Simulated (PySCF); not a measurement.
These are PBE-D3(BJ)/def2-TZVP // PBE0-D3(BJ)/def2-TZVP (PySCF) values and carry that method's errors. Isolated molecules, 0 K electronic values unless said otherwise. One relaxed conformer stands for a flexible species; it need not be the lowest. Delta-SCF ions had no search for a lower state. 

Reference species (SMILES): `O[Si](O)(O)O` (neutral, multiplicity 1).

```
Quantity                                   Value
--------------------------------------  --------
HOMO–LUMO gap                            6.91 eV
LUMO                                    -0.42 eV
vertical ionisation energy (Delta-SCF)  10.60 eV
HOMO                                    -7.33 eV
```

Changed species: `O[SiH](O)O` (1 of 4 OH replaced by H; the reference has 0 of 4 OH replaced by H).

Task: Predict the effect on the HOMO–LUMO gap, LUMO, vertical ionisation energy (Delta-SCF) and HOMO.

Result: the HOMO–LUMO gap rises by 0.27 eV, to 7.18 eV; the LUMO rises by 0.37 eV, to -0.05 eV; the vertical ionisation energy (Delta-SCF) hardly moves; the HOMO increases by 0.10 eV, to -7.23 eV.
